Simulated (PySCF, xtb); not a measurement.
CH6GeO2Si, SMILES [CH3][GeH]1[O][SiH2][O]1.

xtb with GFN2-xTB at its own geometry gives an orbital gap of 5.78 eV and a dipole moment of 2.36 D.

Geometry optimised at PBE0-D3(BJ)/def2-SVP. This is a generated structure with no PubChem entry under its InChIKey; it may be hypothetical.

### Question
What does PBE/def2-TZVP (PySCF) give? (The exact figures need the calculation; the answer reports its results.)

### Answer
gap 5.38 eV (levels -6.71 and -1.33 eV), dipole 2.17 D.
